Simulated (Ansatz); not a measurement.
System: C$_{7}$H$_{15}$, net charge 0, doublet state. It need not be the lowest isomer of its formula. SMILES: C[C](C)CC(C)C
Coordinates optimised at B3LYP-D3(BJ)/def2-TZVP (Ansatz, a program for electronic structure):
```xyz
22

C      1.9342    -1.2563     0.5642
C      1.3540    -0.0094    -0.0069
C      1.7973     1.2990     0.5519
C      0.1452    -0.0491    -0.8805
C     -1.1851     0.3325    -0.1850
C     -1.4937    -0.5956     0.9880
C     -2.3295     0.3408    -1.1968
H      3.0252    -1.1940     0.6384
H      1.6824    -2.1330    -0.0352
H      1.5733    -1.4547     1.5865
H      1.5479     2.1297    -0.1129
H      2.8765     1.3154     0.7305
H      1.3229     1.5181     1.5222
H      0.0285    -1.0484    -1.3130
H      0.2797     0.6438    -1.7219
H     -1.0713     1.3492     0.2071
H     -2.4382    -0.3246     1.4645
H     -0.7124    -0.5563     1.7480
H     -1.5768    -1.6323     0.6492
H     -3.2675     0.6507    -0.7311
H     -2.1233     1.0224    -2.0248
H     -2.4810    -0.6576    -1.6169
```
Charge 0, spin multiplicity 2.

Computed values are from Ansatz. Cores are frozen in the correlated levels unless marked. UHF or UKS for open shells. Spin-orbit coupling is left out. Non-relativistic. CBS marks a two-point X^-3 extrapolation of the correlation energy; Hartree-Fock from the larger set. The bracket is a focal-point correction in the basis named.

```json
{
  "atomisation energy De": "8711.6 kJ/mol at RI-MP2/CBS(cc-pVTZ,cc-pVQZ)+[CCSD(T)-MP2]/cc-pVTZ",
  "total_energy": "-275.3567 Eh at RI-MP2/CBS(cc-pVTZ,cc-pVQZ)+[CCSD(T)-MP2]/cc-pVTZ",
  "dipole_moment": "0.20 D at CCSD(T)/aug-cc-pVDZ",
  "T1 diagnostic": "0.010 at CCSD/cc-pVTZ"
}
```
